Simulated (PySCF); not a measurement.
**Spinor energies of Tm⁶⁰⁺ (thulium, charge +60)**

Start: [He] 2s2 2p5; 2p1/2 filled at m_j = +1/2; 2p3/2 filled at m_j = -3/2, -1/2, +1/2, +3/2. Calculated with PySCF 2.14 in an even-tempered Gaussian basis (17 s from 42 bohr⁻², ratio 2.4; 13 p from 55 bohr⁻², ratio 2.4; 5 d from 190 bohr⁻², ratio 2.6; 4 f from 290 bohr⁻², ratio 2.6): generalised Hartree-Fock with the X2C-1e Hamiltonian and a Gaussian nucleus; one run each with spin-orbit coupling (SO) screened by Boettger's factors, then bare. This is a chosen level, not necessarily the ground level.

```csv
spinor shell,electrons,"ε, screened SO (eV)","ε, bare SO (eV)",weight of nominal j (bare SO),"rms radius, bare SO (bohr)"
1s1/2,2,-65084.4,-65084.6,1.000,0.0227
2s1/2,2,-15100.4,-15100.5,1.000,0.0896
2p1/2,1,-14738.1,-14763.9,1.000,0.0759
2p3/2,4,-13685.2,-13676.9,1.000,0.0825
```

| quantity | screened SO | bare SO |
| --- | --- | --- |
| E (hartree) | -8954.64572 | -8954.34800 |
| M_J | 1/2 | 1/2 |
| ⟨J²⟩ | 0.750 | 0.750 |
| ⟨L²⟩ | 2.013 | 2.013 |
| ⟨S²⟩ | 0.762 | 0.763 |

Each row is a mean over spinors that exchange with the open shell spreads, by up to 19.686 eV (2p3/2).

Breit and QED terms are absent; they matter most for the inner s and p1/2 levels.

Densities and radii are taken from the X2C orbitals without a picture-change correction, which distorts them close to the nucleus.
